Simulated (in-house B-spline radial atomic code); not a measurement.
Neutral nickel is squeezed into an impenetrable sphere of radius R (the orbitals vanish at R). Method: non-relativistic r2SCAN, spin-polarised, spherical fractional occupations, point nucleus. Calculated with an all-electron radial atomic-structure program (B-spline basis).

Energies in eV above the free atom in [Ar] 3d8 4s2:

```json
{"R (bohr)": "7.53", "highest level (eV)": "-5.41", "[Ar] 3d8 4s2": "0.09762", "[Ar] 3d7 4s2 4f1": "20.35", "[Ne] 3s2 3p5 3d8 4s2 4f1": "84.56"}
{"R (bohr)": "6", "highest level (eV)": "-4.77", "[Ar] 3d8 4s2": "0.6359", "[Ar] 3d7 4s2 4f1": "25.07", "[Ne] 3s2 3p5 3d8 4s2 4f1": "89.28"}
{"R (bohr)": "5.11", "highest level (eV)": "-3.65", "[Ar] 3d8 4s2": "1.89", "[Ar] 3d7 4s2 4f1": "30.54", "[Ne] 3s2 3p5 3d8 4s2 4f1": "94.73"}
{"R (bohr)": "3.98", "highest level (eV)": "0.541", "[Ar] 3d8 4s2": "7.977", "[Ar] 3d7 4s2 4f1": "46.27", "[Ne] 3s2 3p5 3d8 4s2 4f1": "110.4"}
{"R (bohr)": "3.45", "highest level (eV)": "5.49", "[Ar] 3d8 4s2": "16.55", "[Ar] 3d7 4s2 4f1": "62.66", "[Ne] 3s2 3p5 3d8 4s2 4f1": "126.6"}
{"R (bohr)": "2.8", "highest level (eV)": "19.4", "[Ar] 3d8 4s2": "44.54", "[Ar] 3d7 4s2 4f1": "106", "[Ne] 3s2 3p5 3d8 4s2 4f1": "170"}
{"R (bohr)": "2.6", "highest level (eV)": "27.5", "[Ar] 3d8 4s2": "62.32", "[Ar] 3d7 4s2 4f1": "130.6", "[Ne] 3s2 3p5 3d8 4s2 4f1": "194.7"}
{"R (bohr)": "2.32", "highest level (eV)": "44.9", "[Ar] 3d8 4s2": "103.3", "[Ar] 3d7 4s2 4f1": "183.6", "[Ne] 3s2 3p5 3d8 4s2 4f1": "248.2"}
{"R (bohr)": "1.73", "highest level (eV)": "139", "[Ar] 3d8 4s2": "364.8", "[Ar] 3d7 4s2 4f1": "487.2", "[Ne] 3s2 3p5 3d8 4s2 4f1": "555.3"}
{"R (bohr)": "1.21", "highest level (eV)": "463", "[Ar] 3d8 4s2": "1549", "[Ar] 3d7 4s2 4f1": "1757", "[Ne] 3s2 3p5 3d8 4s2 4f1": "1832"}
```

**Question.** Does [Ar] 3d7 4s2 4f1 fall below [Ar] 3d8 4s2 under compression?

**Answer.** No, it stays above over the whole range.

**Question.** Does [Ne] 3s2 3p5 3d8 4s2 4f1 fall below [Ar] 3d8 4s2 under compression?

**Answer.** No, it stays above over the whole range.

The highest level is first positive in the row R = 3.98 bohr, pushed up by confinement above the zero of the free ion's potential. Each configuration is held fixed and needn't be the lowest in the sphere.
